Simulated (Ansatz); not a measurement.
Mulliken charges of Cl3STa, SMILES `[S]=[Ta]([Cl])([Cl])[Cl]` from ωB97M-V/def2-TZVPP in Ansatz (PBE0-D4/def2-TZVP geometry).

```tsv
atom	x (Å)	y (Å)	z (Å)	charge (e)
S1	0.226	-0.148	2.116	-0.130
Ta2	0.010	-0.015	-0.007	0.587
Cl3	1.705	-1.177	-0.972	-0.152
Cl4	-1.997	-0.909	-0.579	-0.152
Cl5	0.106	2.175	-0.600	-0.152
```

By hand: the dipole of these point charges (1 e Å = 4.8032 D).

Σ q r = (0.005, -0.003, 0.048) e Å, of length 0.048 e Å = 0.23 D.

How does the dipole of the full density compare? (An estimate is asked.)

Computed: (-0.026, 0.016, -0.258) e Å, 1.25 D; the point charges give 0.18 times that, at 180° from its direction, so they point the opposite way.

Point charges leave out the atoms' own dipoles, such as those of lone pairs, and Mulliken's split depends on the basis, so the two needn't agree.
